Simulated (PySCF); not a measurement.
Delta-SCF ions had no search for a lower state. 

## C$_{2}$H$_{5}$O$_{2}$Si, SMILES `CC(=O)[SiH2][O-]` (O–C–Si–O torsion 179°) (charge -1, multiplicity 1)

Calculation: CAM-B3LYP-D3(BJ)/def2-TZVPD (PySCF).

- HOMO = -2.94 eV
- vertical detachment energy (Delta-SCF) = 3.69 eV
- total energy = -14129.84 eV
- cost = around 2.5 core-minutes (rough)

```xyz
10

C     -1.4315    -0.3462    -0.0195
C     -0.2593     0.4696     0.4804
O     -0.4459     1.3429     1.3111
Si     1.5043     0.0503    -0.2618
O      1.4783    -1.1171    -1.2922
H     -1.4983    -0.2462    -1.1051
H     -2.3600    -0.0333     0.4615
H     -1.2320    -1.4048     0.1599
H      1.9381     1.4175    -0.7410
H      2.3062    -0.1326     1.0068
```
Charge -1, spin multiplicity 1.
